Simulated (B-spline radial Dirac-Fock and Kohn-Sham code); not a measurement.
**EELS cross sections of the Gd L2 (2p1/2) edge**

System: the Gd atom, 1s2 2s2 2p6 3s2 3p6 3d10 4s2 4p6 4d10 4f7 5s2 5p6 5d1 6s2. These are calculated numbers from a B-spline atomic structure program; the model is the first Born approximation with generalised oscillator strengths from a Dirac-Hartree-Slater potential (longitudinal and transverse terms; continuum final states only, so no white lines or fine structure). The edge is taken at 7930.0 eV (tabulated value).

Input of the calculation (task.json; shells as n, l, electrons):

```json
{"items": [{
  "Z": 64,
  "q": 0,
  "cfg": [[1, 0, 2], [2, 0, 2], [2, 1, 6], [3, 0, 2], [3, 1, 6], [3, 2, 10], [4, 0, 2], [4, 1, 6], [4, 2, 10], [4, 3, 7], [5, 0, 2], [5, 1, 6], [5, 2, 1], [6, 0, 2]],
  "A": 158,
  "rrms": 5.1569,
  "do": "eels",
  "beams": [[60, 10], [60, 20], [80, 5], [80, 20], [80, 50], [100, 5], [100, 20], [100, 100], [120, 5], [200, 5], [200, 20], [200, 100], [300, 5], [300, 10]],
  "edges": {"L2": 7930.0}
}]}
```

Run with: `python xray2_run.py task.json out`

Partial cross sections σ(β, Δ) in barn, integrated over a window Δ above the edge and up to the collection semi-angle β, for parallel illumination:

| E₀ (kV) | β (mrad) | Δ = 25 eV | Δ = 50 eV | Δ = 100 eV | Δ = 200 eV | Δ = 300 eV |
| --- | --- | --- | --- | --- | --- | --- |
| 60 | 10 | 0.0183 | 0.0364 | 0.0718 | 0.140 | 0.203 |
| 60 | 20 | 0.0715 | 0.142 | 0.280 | 0.545 | 0.793 |
| 80 | 5 | 0.00654 | 0.0130 | 0.0256 | 0.0497 | 0.0724 |
| 80 | 20 | 0.0992 | 0.197 | 0.388 | 0.755 | 1.10 |
| 80 | 50 | 0.484 | 0.961 | 1.90 | 3.71 | 5.42 |
| 100 | 5 | 0.00853 | 0.0169 | 0.0333 | 0.0647 | 0.0943 |
| 100 | 20 | 0.126 | 0.250 | 0.494 | 0.961 | 1.40 |
| 100 | 100 | 1.21 | 2.40 | 4.77 | 9.35 | 13.7 |
| 120 | 5 | 0.0106 | 0.0210 | 0.0413 | 0.0802 | 0.117 |
| 200 | 5 | 0.0195 | 0.0386 | 0.0761 | 0.148 | 0.215 |
| 200 | 20 | 0.256 | 0.506 | 0.999 | 1.95 | 2.84 |
| 200 | 100 | 1.24 | 2.48 | 4.93 | 9.70 | 14.3 |
| 300 | 5 | 0.0333 | 0.0658 | 0.130 | 0.252 | 0.366 |
| 300 | 10 | ? | ? | ? | ? | ? |

Question: Give the row for 300 kV and 10 mrad.

Answer: 0.128 b for 25 eV, 0.253 b for 50 eV, 0.498 b for 100 eV, 0.968 b for 200 eV, 1.41 b for 300 eV.
